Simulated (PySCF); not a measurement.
## Basis-set dependence of population analyses: `CSCO[SiH3]`

Species: C2H8OSSi.
Cartesian coordinates in Å at the PBE0-D3(BJ)/def2-SVP level; atoms count from 1:
```xyz
13
C2H8OSSi angstrom
C     -2.3966    0.0314    0.5663
S     -1.6040   -0.7439   -0.8575
C      0.0820   -0.8149   -0.2356
O      0.6165    0.4598   -0.0316
Si     2.2201    0.7433    0.3367
H     -3.4416    0.2259    0.2890
H     -1.9041    0.9856    0.7989
H     -2.3786   -0.6272    1.4484
H      0.6429   -1.3850   -1.0000
H      0.0962   -1.3990    0.7047
H      3.1067    0.1757   -0.7267
H      2.5881    0.1105    1.6425
H      2.3778    2.2187    0.4182
```

PBE0 throughout (PySCF), one geometry, spherical d and f functions. One conformer (not necessarily the lowest) at the PBE0-D3(BJ)/def2-SVP geometry, without solvent, vibrations or thermal averaging. Atoms taken as equivalent share a column and are averaged. The first 7 of 8 kinds of atom are listed.

Mulliken charges (e):

| basis | functions | C1 | S2 | C3 | O4 | Si5 | H6/H7/H8 | H9/H10 |
| --- | --- | --- | --- | --- | --- | --- | --- | --- |
| STO-3G | 41 | -0.319 | +0.143 | -0.133 | -0.369 | +0.653 | +0.085 | +0.068 |
| 6-31G | 69 | -0.748 | +0.306 | -0.318 | -0.718 | +0.799 | +0.212 | +0.197 |
| pcSseg-0 | 69 | -0.910 | +0.227 | -0.368 | -0.822 | +0.771 | +0.279 | +0.266 |
| 6-31G* | 94 | -0.689 | +0.138 | -0.234 | -0.570 | +0.573 | +0.214 | +0.193 |
| cc-pVDZ | 118 | -0.192 | -0.055 | +0.044 | -0.418 | +0.422 | +0.082 | +0.070 |
| def2-SVP | 118 | -0.179 | -0.105 | +0.100 | -0.490 | +0.540 | +0.088 | +0.069 |
| aug-cc-pVDZ | 195 | +0.204 | +0.299 | +0.552 | -0.804 | -0.195 | -0.118 | -0.204 |
| 6-311+G(2d,p) | 199 | -0.558 | +0.037 | -0.267 | -0.515 | +0.634 | +0.175 | +0.170 |
| def2-TZVP | 215 | -0.383 | -0.076 | -0.092 | -0.339 | +0.284 | +0.146 | +0.128 |
| cc-pVTZ | 270 | -0.286 | -0.088 | +0.015 | -0.313 | +0.270 | +0.113 | +0.085 |
| IGLO-III | 273 | -0.567 | +0.210 | -0.324 | -0.450 | +0.907 | +0.161 | +0.133 |
| pcSseg-2 | 306 | -0.149 | -0.037 | +0.115 | -0.566 | +0.752 | +0.063 | +0.057 |

IAO charges (e):

```tsv
basis	functions	C1	S2	C3	O4	Si5	H6/H7/H8	H9/H10
STO-3G	41	-0.494	+0.202	-0.233	-0.462	+0.768	+0.133	+0.109
6-31G	69	-0.523	+0.087	-0.169	-0.585	+0.679	+0.167	+0.145
pcSseg-0	69	-0.520	+0.081	-0.164	-0.582	+0.679	+0.166	+0.143
6-31G*	94	-0.507	+0.103	-0.139	-0.622	+0.822	+0.158	+0.135
cc-pVDZ	118	-0.503	+0.103	-0.135	-0.619	+0.811	+0.156	+0.134
def2-SVP	118	-0.495	+0.105	-0.132	-0.618	+0.831	+0.153	+0.131
aug-cc-pVDZ	195	-0.511	+0.098	-0.137	-0.632	+0.814	+0.160	+0.138
6-311+G(2d,p)	199	-0.519	+0.109	-0.145	-0.642	+0.849	+0.161	+0.139
def2-TZVP	215	-0.522	+0.114	-0.144	-0.643	+0.861	+0.160	+0.138
cc-pVTZ	270	-0.520	+0.108	-0.142	-0.639	+0.845	+0.161	+0.138
IGLO-III	273	-0.523	+0.118	-0.147	-0.644	+0.858	+0.160	+0.139
pcSseg-2	306	-0.521	+0.112	-0.144	-0.642	+0.859	+0.161	+0.138
```

Some averages cover members that differ in this geometry, most widely: H6/H7/H8, Mulliken in aug-cc-pVDZ -0.172 to -0.069; H6/H7/H8, Mulliken in 6-31G +0.195 to +0.231; H6/H7/H8, Mulliken in IGLO-III +0.147 to +0.181; H6/H7/H8, Mulliken in pcSseg-0 +0.264 to +0.290 e.

Task: Which scheme is steadiest as the basis changes?

Result: Largest range over the bases for any column: IAO 0.18 e, Mulliken 1.11 e. IAO charges move least and Mulliken charges most, counted in e. Without the minimal STO-3G basis the ranges are IAO 0.18, Mulliken 1.11 e.

Task: How much do the charges still move between the two largest bases, IGLO-III and pcSseg-2?

Result: At most, over all atoms: Mulliken 0.439 e, IAO 0.007 e.

Task: What do the same runs give for the total energy, the frontier levels and the dipole moment?

Result: 
| basis | energy (Eh) | HOMO (eV) | LUMO (eV) | μ (D) |
| --- | --- | --- | --- | --- |
| STO-3G | -833.7748 | -3.24 | 6.57 | 1.23 |
| 6-31G | -843.3380 | -6.46 | 0.42 | 2.28 |
| pcSseg-0 | -842.3066 | -6.68 | 0.48 | 2.18 |
| 6-31G* | -843.4588 | -6.47 | 0.50 | 1.71 |
| cc-pVDZ | -843.5031 | -6.46 | 0.54 | 1.51 |
| def2-SVP | -843.1687 | -6.46 | 0.58 | 1.53 |
| aug-cc-pVDZ | -843.5201 | -6.61 | -0.25 | 1.57 |
| 6-311+G(2d,p) | -843.5733 | -6.60 | -0.18 | 1.55 |
| def2-TZVP | -843.5922 | -6.58 | 0.10 | 1.47 |
| cc-pVTZ | -843.5925 | -6.58 | 0.22 | 1.48 |
| IGLO-III | -843.5936 | -6.54 | 0.16 | 1.38 |
| pcSseg-2 | -843.6071 | -6.61 | -0.06 | 1.57 |

The dipole is fixed by the density alone, so its range of 1.05 D shows that the density itself changes with the basis, not only its division among atoms.
